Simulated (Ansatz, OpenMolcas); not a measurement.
# How basis sets differ on GaGeH5 (SMILES [GaH2][GeH3])

GaGeH5 has 7 atoms, charge 0, and is taken as a singlet. SMILES: `[GaH2][GeH3]`. The shape is that of a PBE0-D4/def2-TZVP optimisation.

| atom | x (Å) | y (Å) | z (Å) |
| --- | --- | --- | --- |
| Ga | -0.3665 | -1.3596 | 0.1114 |
| Ge | 0.2778 | 0.9879 | -0.1074 |
| H | 0.5299 | -2.3543 | 0.9350 |
| H | -1.6930 | -1.8917 | -0.5428 |
| H | -0.3075 | 1.6573 | -1.3646 |
| H | -0.2461 | 1.7798 | 1.1091 |
| H | 1.8055 | 1.1806 | -0.1406 |

Quantity: the dipole moment, in D. The values are calculated.

```tsv
level	kind	program	value (D)
HF/ANO-R0 (sfX2C)	Hartree–Fock	OpenMolcas	0.20
HF/ANO-RCC-MB (DKH2)	Hartree–Fock	OpenMolcas	0.57
HF/STO-3G	Hartree–Fock	OpenMolcas	0.27
HF/3-21G	Hartree–Fock	Ansatz	0.62
HF/def2-SVP	Hartree–Fock	Ansatz	0.45
HF/def2-SVPD	Hartree–Fock	OpenMolcas	0.34
```

All-electron rows without a relativistic Hamiltonian named are non-relativistic. The values span 0.20 to 0.62 D. Magnitudes only. Sets without polarisation functions give poor dipoles.
